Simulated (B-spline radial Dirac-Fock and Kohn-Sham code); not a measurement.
**How the binding energies of Cl⁺ add up**

System: chlorine as Cl⁺ in the configuration [Ne] 3s2 3p4, inside a Watson sphere of charge -1 and radius 2.7 Å (a model of the Madelung potential; inside it an electron's potential energy is raised by 5.3 eV); nuclear rms radius 3.3654 fm (A = 35).

Input of the calculation (task.json; shells as n, l, electrons):

```json
{"items": [{
  "Z": 17,
  "q": 1,
  "cfg": [[1, 0, 2], [2, 0, 2], [2, 1, 6], [3, 0, 2], [3, 1, 4]],
  "A": 35,
  "rrms": 3.3654,
  "watson": [-1, 2.7],
  "do": ["binding"]
}]}
```

Run with: `python xray_run.py task.json out`

The computed values come from a B-spline atomic structure program: relaxed Dirac-Fock hole states (ΔSCF) with Breit and QED corrections and a finite nucleus. Correlation energy is missing from these numbers. Energies are counted from the vacuum level. Subshells whose hole state is unreliable or did not converge are left out.

All terms are in eV, carry their sign (relaxation lowers the binding energy) and add up to the binding energy; ⟨r⟩ is the mean radius of the orbital in the initial state.

```tsv
subshell	−ε (Koopmans)	relaxation	Gaunt	retardation	QED	binding energy	⟨r⟩ (bohr)
K (1s)	2872.9	-29.38	-2.03	0.09	-0.82	2840.8	0.091
L1 (2s)	298.1	-8.19	-0.08	0.00	-0.07	289.7	0.439
L2 (2p1/2)	228.4	-9.04	-0.17	0.02	0.01	219.2	0.403
M1 (3s)	34.94	-1.03	0.00	0.00	-0.01	33.89	1.501
M2,3 (3p)	19.81	-0.84	-0.01	0.00	0.00	18.97	1.714
```

For the deepest level, K (1s), the Breit terms make up -0.068 % of the binding energy, QED -0.029 % and orbital relaxation -1.034 %.
